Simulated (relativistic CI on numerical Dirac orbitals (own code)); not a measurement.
Ti2+ in a cubic cluster: L2,3 absorption with charge transfer

Computed with a charge-transfer multiplet model of a cubic metal-ligand cluster with up to one ligand hole, Slater and spin-orbit integrals from Dirac-Coulomb-Breit ions, Slater integrals scaled by 0.7. The ground state mixes d2 with configurations of k ligand holes L, whose averages lie at kΔ + k(k − 1)U_dd/2; a core hole lowers each added d electron by U_cd. 300 K, Lorentzian 0.4 eV and Gaussian 0.3 eV FWHM.

Atomic integrals in eV (Slater integrals scaled, ζ unscaled), ground: F2dd 5.756, F4dd 3.579, zeta_d 0.013; with the core hole: F2dd 6.408, F4dd 3.990, zeta_d 0.022, zeta_core 3.746, F2cd 3.430, G1cd 2.435, G3cd 1.380.

Cluster parameters (eV): U_dd = 4.1, U_cd = 4.7, 10Dq = 0.3, 10Dq(ligand) = 0.7, V(eg) = 1.35, V(t2g) = -0.62, final-state hopping factor = 0.8.

```
      Case   n_d    d2   d3L     S
Δ = 5.1 eV  2.18  0.82  0.18  1.00
Δ = 6.1 eV  2.15  0.85  0.15  1.00
Δ = 7.1 eV  2.12  0.88  0.12  1.00
```

Weights, n_d and S are thermal averages at 300 K. Photon energies count from the first peak over 30 % of the highest in each spectrum, which can be another peak from case to case. The parameters are a model scan and need not match a compound or its usual spin state. Peaks in eV (height, largest 100):
- Δ = 5.1 eV: -1.8 (9), 0.0 (100), 6.2 (54)
- Δ = 6.1 eV: -1.8 (9), 0.0 (100), 6.1 (55)
- Δ = 7.1 eV: -1.8 (9), 0.0 (100), 6.1 (56)

Curve for Δ = 6.1 eV (points under 2 left out, the grid thinned):

```
E (eV)  Intensity
  -2.9        2.1
  -2.6        3.9
  -2.4        5.7
  -2.1        7.8
  -1.8        8.7
  -1.6        8.7
  -1.3       10.9
  -1.0       16.9
  -0.8       22.1
  -0.5       41.6
  -0.2       85.9
   0.0      100.0
   0.3       65.4
   0.6       43.9
   0.8       40.3
   1.1       37.7
   1.4       29.3
   1.6       24.2
   1.9       15.3
   2.2        8.8
   2.4        7.4
   2.7        7.5
   2.9        9.2
   3.2       13.3
   3.5       18.2
   3.7       22.2
   4.0       25.0
   4.3       29.4
   4.5       30.9
   4.8       32.8
   5.1       34.3
   5.3       36.3
   5.6       40.7
   5.9       50.9
   6.1       55.5
   6.4       40.4
   6.7       20.5
   6.9       13.7
   7.2        8.3
   7.5        5.6
   7.7        4.7
   8.0        3.3
   8.3        2.6
   8.5        2.4
   8.8        2.1
```

For the case Δ = 7.1 eV, Δ = 7.1 eV is larger than U_dd = 4.1 eV, the Mott-Hubbard side of the Zaanen-Sawatzky-Allen scheme. With the core hole the configuration with one ligand hole lies at Δ + U_dd − U_cd = 4.5, 5.5, 6.5 eV from the one without, in the order of the table; where this is negative the screened configuration lies lower.

With at most 1 ligand hole the space is cut while the next configuration still counts, so covalency is underestimated, and a final configuration with one more ligand hole, which can lie low, is missing from the spectra.
